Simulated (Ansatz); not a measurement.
Input for Ansatz (a program for electronic structure): R-CCSD(T)/def2-TZVPPD on C2H3IO (a complex), monomers drawn apart or pushed together. Elements past Kr take the def2 small-core potentials; no spin–orbit coupling. Files ending in .json are basis or fitting sets from the Basis Set Exchange. The run froze 12 orbitals, filled d shells among them.

Ansatz 0.2 input:
```yaml
crystal:
  periodic: [false, false, false]
  atoms:
    - {symbol: C, position_ang: [-0.23151166, -0.46760853, 0.23182980]}
    - {symbol: O, position_ang: [0.37073125, 0.18341140, -0.45984874]}
    - {symbol: C, position_ang: [-0.78803956, -1.64597881, 4.05411408]}
    - {symbol: I, position_ang: [0.84219310, -0.24256076, 4.19730681]}
    - {symbol: H, position_ang: [-0.42690463, -2.59889257, 4.42302335]}
    - {symbol: H, position_ang: [-1.59711612, -1.26433492, 4.66594749]}
    - {symbol: H, position_ang: [-1.06573055, -1.69901973, 3.00785660]}
basis:
  gaussian:
    orbitals: def2-TZVPPD.json
magnetization: {spin_polarized: false}
correlation: {method: ccsd_t, electrons: outside_noble_gas}
scf: {lower_state_search: off}
```

Output:

```
WARN ansatz: RAYON_NUM_THREADS=2 ignored (pool sized by the plan → 2); use --threads N
Functional definition: HF
these checks for a lower state are left out or cut short: stability, starts, cluster_reference, orbital_swaps, neighbouring_geometries, increment
integrals: 1.11 GiB planned
1500 factors; integrals over basis functions are off by at most 9.5e-4 eV
mean field: 0.83 GiB planned
mean field evaluation 1: about -12217.9096 eV, gradient 3.1e1 eV
mean field evaluation 2: about -12218.0078 eV, gradient 3.1e1 eV
mean field evaluation 4: about -12219.9540 eV, gradient 3.5e0 eV
mean field evaluation 8: about -12219.9927 eV, gradient 2.2e-1 eV
mean field -12219.99290078 eV, -449.0764560949 hartree, gradient 2.7e-6 eV, S^2 0.000000; 0 other end points of the search recorded, 0 dependent functions left out
12 core orbitals not correlated
reference -12219.99290078 eV, -449.0764560949 hartree; 12, 12 occupied and 200, 200 virtual orbitals, 1500 factors
second order -18.52093611 eV of doubles, -0.00000000 eV of singles
coupled cluster: 3.52 GiB planned
cycle   1  -18.70985026 eV  change   -1.9e-1 eV  update   1.1e-1
cycle   2  -19.25832234 eV  change   -5.5e-1 eV  update   3.6e-2
cycle   3  -19.40044534 eV  change   -1.4e-1 eV  update   1.8e-2
cycle   4  -19.38894976 eV  change    1.1e-2 eV  update   3.7e-3
cycle   5  -19.38985704 eV  change   -9.1e-4 eV  update   1.3e-3
cycle   6  -19.39012520 eV  change   -2.7e-4 eV  update   3.3e-4
cycle   7  -19.38996319 eV  change    1.6e-4 eV  update   9.8e-5
cycle   8  -19.38999804 eV  change   -3.5e-5 eV  update   3.3e-5
cycle   9  -19.38999995 eV  change   -1.9e-6 eV  update   1.2e-5
perturbative correction -0.84741274 eV, -0.0311418438 hartree
Total energy: -12240.23031347 eV, -449.8201672939 hartree
Checks for a lower state left out: stability, starts, cluster_reference, orbital_swaps, neighbouring_geometries, increment
```

Self-consistency was reached.

Cost: about 2.7 core-minutes (a rough figure).
